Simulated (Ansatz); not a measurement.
Start from `[CH3][Ge]([NH2])([OH])[F]` and change one atom or group to get `[CH3][GeH]([NH2])[F]`.

Ansatz, PBE0-D4/def2-TZVP geometries, multiplicity 1. Each molecule was computed in one conformer, which needn't be the lowest.

Scalar relativity is left out up to krypton.

```csv
property,`[CH3][Ge]([NH2])([OH])[F]`
size of the dipole moment (PBE/def2-TZVPP) / D,2.18
size of the dipole moment (B3LYP/def2-TZVPP) / D,2.27
HOMO–LUMO gap (PBE0/def2-TZVPP) / eV,8.18
LUMO energy (B3LYP/def2-TZVPP) / eV,0.00
HOMO energy (ωB97M-V/def2-TZVPP) / eV,-10.22
HOMO–LUMO gap (PBE/def2-TZVPP) / eV,5.78
```

(1) What does the change do to each property? (Best estimate.)

Results:

(1) The calculation gave: 
| property | `[CH3][GeH]([NH2])[F]` | shift |
| --- | --- | --- |
| size of the dipole moment (PBE/def2-TZVPP) / D | 1.73 | -0.45 |
| size of the dipole moment (B3LYP/def2-TZVPP) / D | 1.78 | -0.49 |
| HOMO–LUMO gap (PBE0/def2-TZVPP) / eV | 8.61 | 0.43 |
| LUMO energy (B3LYP/def2-TZVPP) / eV | 0.40 | 0.40 |
| HOMO energy (ωB97M-V/def2-TZVPP) / eV | -10.27 | -0.05 |
| HOMO–LUMO gap (PBE/def2-TZVPP) / eV | 6.24 | 0.46 |

Dipoles are sizes alone; their direction can turn.

B3LYP here is the variant with VWN-RPA as its local correlation; programs differ in this.
